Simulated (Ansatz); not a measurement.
Input for Ansatz (a quantum-chemistry and plane-wave program): R-B3LYP/def2-TZVPPD on CH8OSi (a complex), monomers drawn apart or pushed together. Files ending in .json are basis or fitting sets from the Basis Set Exchange.

Ansatz 0.2 input:
```yaml
crystal:
  periodic: [false, false, false]
  atoms:
    - {symbol: Si, position_ang: [0.07789432, 0.11017573, 0.28409625]}
    - {symbol: H, position_ang: [-1.12810851, -0.52551702, 0.86186070]}
    - {symbol: H, position_ang: [0.30971708, 1.43223084, 0.90175857]}
    - {symbol: H, position_ang: [-0.16681850, 0.30886611, -1.16749327]}
    - {symbol: H, position_ang: [1.25435851, -0.76945553, 0.44246395]}
    - {symbol: C, position_ang: [-0.47215209, 0.52358253, 3.62480718]}
    - {symbol: O, position_ang: [0.49938235, -0.28334077, 2.96971960]}
    - {symbol: H, position_ang: [-1.47099876, 0.38976342, 3.19673722]}
    - {symbol: H, position_ang: [-0.16986763, 1.55891461, 3.47772205]}
    - {symbol: H, position_ang: [-0.51200304, 0.32087655, 4.69964448]}
    - {symbol: H, position_ang: [0.26179727, -1.20924702, 3.08258186]}
basis:
  gaussian:
    orbitals: def2-TZVPPD.json
hamiltonian:
  xc: {name: B3LYP}
scf: {lower_state_search: off}
```

Program output:

```
WARN ansatz: RAYON_NUM_THREADS=1 ignored (pool sized by the plan → 1); use --threads N
Functional definition: B3LYP
these checks for a lower state are left out or cut short: stability, starts, cluster_reference, orbital_swaps, neighbouring_geometries, increment
integrals: 0.17 GiB planned
1145 factors; their error is unknown
mean field: 1.51 GiB planned
mean field evaluation 1: about -11088.3907 eV, gradient 5.3e1 eV
mean field evaluation 2: about -11081.4156 eV, gradient 8.1e1 eV
mean field evaluation 4: about -11093.9321 eV, gradient 4.1e0 eV
mean field evaluation 8: about -11093.9673 eV, gradient 2.7e-2 eV
mean field evaluation 16: about -11093.9661 eV, gradient 8.5e-6 eV
mean field -11093.96606016 eV, -407.6957329507 hartree, gradient 3.0e-6 eV, S^2 0.000000; 0 other end points of the search recorded, 0 dependent functions left out
reference -11093.96635295 eV, -407.6957437103 hartree; 18, 18 occupied and 243, 243 virtual orbitals, 1145 factors
Total energy: -11093.96635295 eV, -407.6957437103 hartree
Checks for a lower state left out: stability, starts, cluster_reference, orbital_swaps, neighbouring_geometries, increment
```

The calculation finished and met its thresholds.

Cost: very roughly 4 core-seconds.
